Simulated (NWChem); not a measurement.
System: P₂H cation; SMILES P#[PH+]

Input file for NWChem:

```
start job
memory heap 200 mb stack 900 mb global 1100 mb
charge 1
geometry units angstroms noautosym nocenter noautoz
  P      0.000000     0.000000     1.040373
  P      0.000000     0.000000    -0.858441
  H      0.000000     0.000000    -2.295055
end
basis spherical
  * library 6-31+g*
end
dft
  xc b3lyp
  iterations 150
end
tddft
  nroots 8
  notriplet
end
task tddft energy
```

The geometry was optimised at PBE-D3(BJ)/def2-SVP.

Vertical excitations in the gas phase.

What results follow from this input? (B3LYP/6-31+G* (spherical d), full TDDFT.) Quantities: lowest excitation, singlet (eV); oscillator strength of that lowest state; lowest state with f > 0.02, singlet (eV); oscillator strength of that bright state; orbital gap (eV).


- lowest excitation, singlet (eV): 3.55
- oscillator strength of that lowest state: 0.000
- lowest state with f > 0.02, singlet (eV): 6.04
- oscillator strength of that bright state: 0.072
- orbital gap (eV): 5.16
